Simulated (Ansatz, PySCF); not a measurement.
Si(AsH2)(F)3 (AsF3H2Si), SMILES F[Si](F)(F)[AsH2].

The structure is a stationary point at B3LYP-D3(BJ)/def2-SVP.

Vertical ionisation energy (IE) and electron affinity (EA) in eV. Rows of orbital energies are one-electron estimates. Where ΔSCF, EOM or ADC give a negative EA the extra electron is unbound and the value depends on the basis.

```tsv
level	IE	EA
−ε(HOMO), −ε(LUMO), PBE0/def2-TZVP (PySCF)	8.54	0.30
−ε(HOMO), −ε(LUMO), PBE/def2-TZVP (PySCF)	7.38	1.15
ΔSCF, CAM-B3LYP/def2-SVPD (Ansatz), final states of multiplicity 2 and 2	11.00	-1.02
ΔSCF, PBE/def2-SVPD (Ansatz), final states of multiplicity 2 and 2	10.72	-0.82
```

Q: What vertical singlet–triplet gap does ΔSCF give with CAM-B3LYP/def2-SVPD (Ansatz, a quantum-chemistry and plane-wave program) and with PBE/def2-SVPD (Ansatz)? (An estimate is asked for; the answer gives what the named calculation found.)

A: 5.93 and 5.70 eV (triplet above singlet where positive).
